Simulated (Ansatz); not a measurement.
Cd3Te3H12, a cluster cut from wurtzite CdTe (hydrogen-capped). The state is a singlet with charge 0. Geometry PBE0-D4/def2-SVP, basis def2-TZVP, Ansatz.

```xyz
18

Cd   -1.0170    1.6763    3.4144
Cd    3.6450    0.4631   -1.4068
Cd   -2.6955   -1.9283   -2.1223
Te    1.7456    1.2599    1.3730
Te   -2.3657   -0.2950    0.9100
Te    0.6563   -1.0781   -2.2209
H     2.2806    2.8279    1.4951
H     2.8242    0.7630    2.5353
H    -0.6297    0.3591    4.4001
H    -1.4655    3.0985    2.6163
H    -3.0591   -1.4568    1.8746
H    -3.8038    0.5305    0.8078
H     4.2963   -0.9280   -0.7012
H     3.1979    1.8900   -2.1970
H     1.2664   -2.5807   -2.5830
H     0.6714   -0.6454   -3.8248
H    -3.1423   -0.4998   -2.9100
H    -2.4050   -3.4562   -1.4605
```

```tsv
run	HOMO (eV)	LUMO (eV)
A	-5.96	-2.61
B	-6.96	-1.84
C	-5.90	-2.53
D	-9.24	0.94
E	-6.21	-2.46
```

In the def2 sets Cd, Te take a core potential; there is no spin–orbit coupling.

Problem. The runs used HF, PBE, PBE0, r2SCAN, revPBE. Estimate which is which.

Solution. A PBE (0 % exact exchange); B PBE0 (25 % exact exchange); C revPBE (0 % exact exchange); D HF (100 % exact exchange); E r2SCAN (0 % exact exchange). Exact exchange lowers occupied and raises empty levels; among semilocal functionals meta-GGAs tend to open the gap a little, and such runs are hard to tell apart. The gap grows from 3.36 eV (PBE) to 10.18 eV (HF).
